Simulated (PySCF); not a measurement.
Si(H)(OH)2(SMe), SMILES O[SiH](SC)O (CH₆O₂SSi) (PBE0/def2-SVP optimised geometry):

```
11

Si    -0.704    -0.288     0.000
O     -1.368    -1.081    -1.293
O      0.958    -0.288     0.000
S     -1.472    -1.376     1.659
C     -0.538    -0.554     2.996
H     -1.042     1.159     0.000
H     -1.377    -0.608    -2.129
H      1.368    -1.159     0.039
H     -0.615    -1.198     3.882
H     -0.966     0.430     3.235
H      0.521    -0.439     2.727
```

Method: PySCF with PBE0/def2-TZVP.

Problem. What are the frontier orbital energies and the dipole moment?

Solution. HOMO-2 -9.31 eV, HOMO-1 -8.41 eV, HOMO -6.99 eV, LUMO 0.20 eV, LUMO+1 0.71 eV; dipole moment 1.24 D.

On the same geometry PBE/def2-TZVP (PySCF 2.14.0) gives HOMO-2 -7.58 eV, HOMO-1 -7.10 eV, HOMO -5.76 eV, LUMO -0.71 eV, LUMO+1 -0.19 eV; dipole moment 1.20 D.

Meta-Löwdin charges at PBE0/def2-TZVP: Si1 1.12, O2 -0.75, O3 -0.76, S4 -0.19, C5 -0.40, H6 -0.13, H7 0.36, H8 0.35, H9 0.14, H10 0.13, H11 0.13.
